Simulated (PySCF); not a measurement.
fluoro(fluorosilyl)silane (F2H4Si2), SMILES F[SiH2][SiH2]F.

The structure is a stationary point at r2SCAN-D4/def2-SVP. Other conformers were not sampled.

All values below come from PySCF 2.14.0 with r2SCAN-D4/def2-SVP.

Frequencies are harmonic and unscaled.

Computed normal modes with their intensities:
```json
[
 {"mode": "1", "ν (cm⁻¹)": "62", "IR (km/mol)": "2.0", "moving atoms (share of kinetic energy)": "F 62 %, Si 21 %, H 18 %"},
 {"mode": "2", "ν (cm⁻¹)": "118", "IR (km/mol)": "1.6", "moving atoms (share of kinetic energy)": "F 65 %, Si 19 %, H 16 %"},
 {"mode": "3", "ν (cm⁻¹)": "181", "IR (km/mol)": "13.7", "moving atoms (share of kinetic energy)": "F 37 %, Si 37 %, H 25 %"},
 {"mode": "4", "ν (cm⁻¹)": "404", "IR (km/mol)": "8.4", "moving atoms (share of kinetic energy)": "Si 72 %, H 23 %"},
 {"mode": "5", "ν (cm⁻¹)": "443", "IR (km/mol)": "41.1", "moving atoms (share of kinetic energy)": "H 69 %, Si 23 %"},
 {"mode": "6", "ν (cm⁻¹)": "542", "IR (km/mol)": "15.6", "moving atoms (share of kinetic energy)": "H 63 %, Si 33 %"},
 {"mode": "7", "ν (cm⁻¹)": "733", "IR (km/mol)": "28.8", "moving atoms (share of kinetic energy)": "H 89 %"},
 {"mode": "8", "ν (cm⁻¹)": "745", "IR (km/mol)": "6.8", "moving atoms (share of kinetic energy)": "H 93 %"},
 {"mode": "9", "ν (cm⁻¹)": "846", "IR (km/mol)": "110.6", "moving atoms (share of kinetic energy)": "H 58 %, F 33 %, Si 9 %"},
 {"mode": "10", "ν (cm⁻¹)": "849", "IR (km/mol)": "12.5", "moving atoms (share of kinetic energy)": "H 44 %, F 42 %, Si 14 %"},
 {"mode": "11", "ν (cm⁻¹)": "865", "IR (km/mol)": "400.6", "moving atoms (share of kinetic energy)": "H 52 %, Si 24 %, F 23 %"},
 {"mode": "12", "ν (cm⁻¹)": "932", "IR (km/mol)": "98.2", "moving atoms (share of kinetic energy)": "H 45 %, Si 35 %, F 19 %"},
 {"mode": "13", "ν (cm⁻¹)": "935", "IR (km/mol)": "73.5", "moving atoms (share of kinetic energy)": "H 77 %, Si 17 %"},
 {"mode": "14", "ν (cm⁻¹)": "947", "IR (km/mol)": "61.7", "moving atoms (share of kinetic energy)": "H 94 %"},
 {"mode": "15", "ν (cm⁻¹)": "2210", "IR (km/mol)": "80.2", "moving atoms (share of kinetic energy)": "H 98 %"},
 {"mode": "16", "ν (cm⁻¹)": "2222", "IR (km/mol)": "121.3", "moving atoms (share of kinetic energy)": "H 97 %"},
 {"mode": "17", "ν (cm⁻¹)": "2230", "IR (km/mol)": "9.9", "moving atoms (share of kinetic energy)": "H 96 %"},
 {"mode": "18", "ν (cm⁻¹)": "2235", "IR (km/mol)": "191.5", "moving atoms (share of kinetic energy)": "H 96 %"}
]
```
